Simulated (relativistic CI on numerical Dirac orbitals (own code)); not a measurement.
# Crystal-field levels of Ta2+, 5d3

Calculated by Dirac-Coulomb-Breit CI, orbitals from a KLI potential per configuration, QED by a radiative potential, valence Slater integrals scaled by 0.8, one configuration in a parametric crystal field (own radial code).

Field parameters in Wybourne normalisation: Oh B⁴₀ = 21Dq, B⁴₄ = √(5/14) B⁴₀. The field is a parameter set, without covalency.

S is read from ⟨S²⟩ = S(S + 1).

Site symmetry Oh; labels are those of the double group. Computed levels in cm⁻¹ above the lowest, in rising order:

| Δ (size of 10Dq) | Lowest | No. 2 | No. 3 | No. 4 | No. 5 | No. 6 | No. 7 | No. 8 |
| --- | --- | --- | --- | --- | --- | --- | --- | --- |
| 5500 | Γ8 | 4981 Γ8 | 5549 Γ7 | 6388 Γ8 | 6629 Γ6 | 8820 Γ8 | 8940 Γ7 | 9513 Γ8 |
| 9950 | Γ8 | 8284 Γ8 | 9684 Γ7 | 9986 Γ8 | 10017 Γ6 | 10292 Γ8 | 11921 Γ8 | 12102 Γ6 |
| 14350 | Γ8 | 9654 Γ8 | 10361 Γ8 | 11013 Γ6 | 13853 Γ7 | 14214 Γ8 | 15259 Γ8 | 15462 Γ6 |
| 18800 | Γ8 | 10094 Γ8 | 10552 Γ8 | 11187 Γ6 | 16753 Γ8 | 16790 Γ7 | 18722 Γ7 | 19229 Γ8 |
| 23200 | Γ8 | 10299 Γ8 | 10673 Γ8 | 11253 Γ6 | 17377 Γ8 | 17386 Γ7 | 22866 Γ7 | 23327 Γ8 |
| 27600 | Γ8 | 10424 Γ8 | 10757 Γ8 | 11287 Γ6 | 17671 Γ7 | 17699 Γ8 | 27193 Γ7 | 27620 Γ8 |
| 32050 | Γ8 | 10510 Γ8 | 10822 Γ8 | 11307 Γ6 | 17862 Γ7 | 17925 Γ8 | 31602 Γ7 | 32011 Γ8 |
| 36450 | Γ8 | 10573 Γ8 | 10872 Γ8 | 11320 Γ6 | 17999 Γ7 | 18094 Γ8 | 35975 Γ7 | 36372 Γ8 |
| 40900 | Γ8 | 10622 Γ8 | 10912 Γ8 | 11329 Γ6 | 18106 Γ7 | 18228 Γ8 | 40404 Γ7 | 40794 Γ8 |

Ground-state S against |10Dq| in cm⁻¹: 5500: 1.47, 9950: 1.48, 14350: 1.48, 18800: 1.49, 23200: 1.49, 27600: 1.49, 32050: 1.49, 36450: 1.49, 40900: 1.49.

No abrupt spin change occurs in this range.
